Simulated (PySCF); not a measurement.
BeH₃⁻: umbrella–stretch map

Method: PBE0/[Be def2-TZVPD, H def2-TZVPD], no relativity, density fitting, PySCF.

Rigid scan from the singlet minimum (Be–H 1.426 Å (×3); H–Be–H 120.0° (×3)). Coordinate: rows: all bonds scaled; columns: angle to the threefold axis. Energies in kJ/mol from the minimum.

Rows run from the largest first scale (top) to the smallest, columns from the smallest angle to the largest. Lower edges of the bins (kJ/mol): '0' 0.00, '1' 0.96, '2' 2.49, '3' 4.92, '4' 8.75, '5' 14.84, '6' 24.48, '7' 39.77, '8' 63.99, '9' 102.39; top 163.
```
998654
987632
987530
987631
997643
```

(1) Give the energies on the grid of the scan.

Results:

(1) 
```tsv
scale \ angle	60	66	72	78	84	90
0.95	163	107	64	33	15	8
0.98	155	99	56	26	7	1
1.00	152	97	54	24	6	0
1.03	153	98	56	26	9	3
1.07	161	107	66	37	19	13
```

The bond scale of lowest energy on the grid is 1.00 at 60°, 1.00 at 66°, 1.00 at 72°, 1.00 at 78°, 1.00 at 84°, 1.00 at 90°.

Other isomers or separated fragments may lie lower.

The scan took of the order of 50 core-seconds on a shared host.
